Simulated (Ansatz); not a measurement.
Consider the atomization: `[F][In]([F])[SiH3]` → 2 F• + 3 H• + In• + Si•.

Calculated with Ansatz (gas phase, PBE0-D4/def2-TZVP geometries, no zero-point term in ΔE). CCSD(T)/CBS adds triple-zeta CCSD(T) − MP2 to the extrapolated MP2 energy (def2 sets, frozen cores). This one scheme is used for every species, atoms too. DFT in def2-TZVPP. HSE06 is defined as in plane-wave codes. No spin–orbit coupling; open shells (•) take unrestricted orbitals. Spin–orbit coupling would lower the free atoms: a little for F, Si; strongly for In. def2 core potentials past Kr. For In outer-core shells are correlated without core-valence functions, so the limit isn't a true one: a few kJ/mol of doubt a bond, and 10 to 20 or more in all where bonds break to atoms.

`[F][In]([F])[SiH3]`:

Cartesian coordinates in Å:
```
F -0.210 -1.153 2.685
In -0.675 -0.757 0.839
F -2.321 -1.729 0.483
Si 0.620 0.713 -0.779
H -0.315 1.226 -1.808
H 1.671 -0.128 -1.403
H 1.231 1.827 -0.017
```

```
             level  ΔE (eV)
              PBE0    20.36
             HSE06    20.36
CCSD(T)/def2-QZVPP    20.90
    CCSD/CBS(def2)    20.79
```

(1) What does CCSD(T)/CBS give? (Estimate.)

Largest T1 diagnostic among the species: 0.016.

Answers

(1) Ansatz gave: +21.13 eV. The listed levels differ from it by -0.77, -0.77, -0.23, -0.34 eV.

From PBE to PBE0 (25 % exact exchange), in def2-TZVPP and without D4, ΔE moves by −0.50 eV: exact exchange takes away binding that semilocal exchange gives to molecules. Leaving LDA and LC-ωPBE aside and taking each functional with its dispersion term where it has one, the values, not all of them listed here, spread over 1.16 eV, from BHLYP-D4 to ωB97X-V. LDA lies +2.98 eV from PBE without D4, its usual overbinding. The D4 term adds +0.20 eV with B3LYP and +0.10 eV with PBE0; it sums over pairs of atoms, weighted by their polarisabilities, and B3LYP, whose exchange is more repulsive, gets the larger term.

B3LYP here is the variant with VWN-RPA as its local correlation; programs differ in this.

For atomizations the MP2-based limit and the directly extrapolated one differ by several kJ/mol either way, and by 10 to 25 for some Ge, Se and Sn compounds, so smaller differences from it don't rank the levels.
